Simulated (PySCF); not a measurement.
# NMR data sheet: C$_{6}$H$_{10}$OSi

| Item | Value |
| --- | --- |
| Formula | C6H10OSi |
| SMILES | C#CC(=O)C(C)(C)[SiH3] |
| Point group of the computed structure | C1 |
| Degrees of unsaturation | 3 |
| Carbon signals | 5 |
| Proton signals | 3 |

Numbering as in the mapped SMILES `[CH:1]#[C:2][C:3](=[O:4])[C:5]([CH3:6])([CH3:7])[SiH3:8]`. Hydrogens are named by the atom that carries them.

Level of theory: geometry from GFN2-xTB, shielding tensors at PBE0/pcSseg-1 (GIAO), in PySCF 2.14.0 with density-fitted response routines (averaged over atoms made equivalent by symmetry, fast rotation or ring inversion, no solvent, no relativistic terms, one computed conformer).

Chemical shifts δ = σref − σ; ¹H (31.72 ppm), ¹³C (186.93 ppm), ²⁹Si (349.16 ppm) against TMS; ¹⁷O (336.08 ppm) vs H2O, all at this level.

| carbon | δC, type | δH (multiplicity) | HMBC from (2–3 bonds) | span of the C tensor (ppm) |
| --- | --- | --- | --- | --- |
| C1 | 90.2, CH | 2.86 (s) | – | 166 |
| C2 | 83.9, C | – | H(C1) | 294 |
| C3 | 196.3, C | – | H(Si8), H(C1), H(C6)/H(C7) | 207 |
| C5 | 45.1, C | – | H(Si8), H(C6)/H(C7) | 66 |
| C6/C7 | 23.3, CH3 | 1.55 (s) | H(Si8), H(C6)/H(C7) | 34 |

Other nuclei:
```
 atoms  nucleus                        environment  δ (ppm)  σ (ppm)
H(Si8)       ¹H  hydrogen on a silicon bonded to C     3.90    27.82
   Si8     ²⁹Si           silicon bonded to C, 3 H    -42.9    392.0
    O4      ¹⁷O                      ketone oxygen    677.9   -341.8
```

Carbon types of the structure: 3 × C, 1 × CH, 2 × CH3, leaving 3 H on heteroatoms. δC 196.3: carbonyl carbon of an ynone. δC 90.2: terminal alkyne carbon; sp carbons lie upfield of alkene carbons because the cylindrical π system leaves one tensor component strongly shielded. δC 83.9: alkyne carbon; the triple bond shields along its axis, which puts it between sp3 and sp2 carbons. δC 45.1: fully substituted sp3 carbon bonded to Si, α to a carbonyl; α to the electron-withdrawing carbonyl group. δC 23.3: methyl carbon; saturated and bonded to C and H only.

Shifts are as computed. Against solution values, carbons near 30 ppm lie about +3 ppm off and those near 130 ppm about +5 ppm. Of 1211 compounds with measured shifts, 218 miss one by over three times the rms of a fit or turn the order of signals round; such compounds aren't used in these exercises. Unscaled 17O shifts of doubly bonded oxygen tend to come out too high, by tens of ppm or more. Experimental scales use liquid or dissolved standards, which lie at an offset from isolated H2O (liquid H2O: subtract about 36 ppm). Multiplicities follow the n + 1 count of equivalent neighbours, as no J values were calculated; m marks all less simple cases, F and P coupling included.
